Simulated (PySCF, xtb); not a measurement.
C3H3BN2O2, SMILES CB(N=C=O)N=C=O.

GFN2-xTB run with xtb at its own geometry gives an orbital gap of 4.33 eV and a dipole moment of 2.44 D.

The structure is a stationary point at PBE0-D3(BJ)/def2-SVP. Other conformers were not sampled.

What does PySCF with ωB97X/def2-TZVP give? (The exact figures need the calculation; the answer reports its results.)

gap 11.60 eV (levels -11.10 and 0.50 eV), dipole 2.11 D.
